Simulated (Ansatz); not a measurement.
The cluster ReO2⁻. Total charge -1; quintet. Geometry PBE-D4/def2-TZVPD; atoms count from 1.

```xyz
3

Re    0.203   -0.587   -0.046
O    -0.409    0.072    1.500
O     0.206    0.516   -1.454
```

In the def2 sets Re takes a core potential; there is no spin–orbit coupling. The highest occupied level of the charge -1 quintet lies above zero (up to 0.55 eV). The electron is either unbound and held by the finite basis, or the level is raised by self-interaction error. At PBE0-D4/def2-TZVPD a triplet of charge -1 lies 1.25 eV below the quintet, each at its own geometry. The structure comes from a short search, and lower isomers may exist.

(1) Estimate the Mulliken populations from the PBE0/def2-TZVPD orbitals of Ansatz.

(2) Where does the spin sit?

(3) And the Mayer bond orders between heavy atoms (over 0.3)?

Answers

(1) 
```
atom  charge (e)  spin (α − β)  d electrons
 Re1        0.41          3.87         5.00
  O2       -0.70          0.07            –
  O3       -0.70          0.07            –
```
Mulliken values depend strongly on the basis. With diffuse functions, as here, like atoms can get unlike values, and bond orders can come out too low or too high.

(2) Summed by element: Re 3.87, O 0.13, of 4 unpaired in all. Largest on single atoms: Re1 3.87, O2 0.07, O3 0.07.

(3) Re1–O2 1.44 (1.79 Å); Re1–O3 1.44 (1.79 Å).
